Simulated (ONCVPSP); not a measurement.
## Transferability test, ONCV potential for Ru (Z = 44)

ruthenium, optimised norm-conserving Vanderbilt (ONCV), made with ONCVPSP 4.0.1 (PBEsol, scalar-relativistic). Core [Ar] 3d10, reference 4s2 4p6 4d7 (charge +1). Waves: 4s: rc 1.05 bohr, ncon 3, nbas 6, qcut 5.5 1/bohr, 2 projectors, debl 1.5 Ha; 4p: rc 1.46 bohr, ncon 4, nbas 7, qcut 6.2 1/bohr, 2 projectors, debl 2 Ha; 4d: rc 1.40 bohr, ncon 4, nbas 8, qcut 6.9 1/bohr, 2 projectors, debl 3.1 Ha. Local part: polynomial inside 0.75 bohr (lpopt 2, dvloc0 0 Ha). Core correction: Teter function fitted to the true core (icmod 2), fcfact 0.6.

In the s channel the program set the typed energies aside and used -3.076, 0.250 Ha.

Energies are relative to the spin-unpolarised reference configuration 4s2 4p6 4d7; without spin polarisation the order of configurations can differ from experiment.

```json
{"valence configuration": "4s2 4p6 4d7 5s1", "charge": "0", "ΔE all-electron (eV)": "-7.300", "error AE − PS (meV)": "+0.7"}
{"valence configuration": "4s2 4p6 4d7 5p1", "charge": "0", "ΔE all-electron (eV)": "-3.780", "error AE − PS (meV)": "+0.8"}
```

Task: What are ΔE and the potential's error for 4s2 4p6 4d5?

Result: ΔE = 48.794 eV all-electron; the error (AE − PS) is +1.5 meV.

Task: What are ΔE and the potential's error for 4s2 4p6 4d6?

Result: ΔE = 18.185 eV all-electron; the error (AE − PS) is -0.3 meV.
